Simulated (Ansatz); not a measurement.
C2H2OTe, relaxed with RKS PBE0-D4/def2-TZVP in Ansatz 0.2.0 from a PBE-D4/def2-SVP geometry. The force threshold is 0.005 eV/Å; the program also tests the step.

Total charge 0; spin multiplicity 1. Te takes the def2 core potential. The bonds changed during the relaxation, so this is another structure than the one it started from.

Start:

```xyz
6

Te    0.957    0.961   -1.288
C     0.348    0.021    0.355
C    -0.866   -0.733    0.423
O    -1.936   -0.153    0.663
H     2.262    1.765   -0.550
H    -0.765   -1.862    0.397
```

```tsv
step	energy (eV)	largest force (eV/Å)	largest move (Å)
1	-11440.5449	0.949	0.000
2	-11440.5902	0.381	0.108
3	-11440.6032	0.291	0.054
4 (rejected)	-11440.5940	0.545	0.035
5	-11440.6080	0.214	0.017
6	-11440.6161	0.146	0.052
7	-11440.6189	0.217	0.058
8	-11440.6195	0.250	0.015
9 (rejected)	-11440.6191	0.318	0.016
10	-11440.6201	0.080	0.008
11	-11440.6202	0.039	0.007
12 (rejected)	-11440.6199	0.094	0.006
13	-11440.6202	0.007	0.003
14	-11440.6202	0.005	0.001
```

End:

```xyz
6

Te    0.910    0.961   -1.240
C     0.311    0.116    0.424
C    -0.884   -0.656    0.434
O    -2.019   -0.292    0.666
H     2.307    1.612   -0.597
H    -0.625   -1.741    0.313
```

It took 45 s on 2 threads of an Arm Neoverse V1 on a shared host, with 0.31 GiB of host memory at the peak.
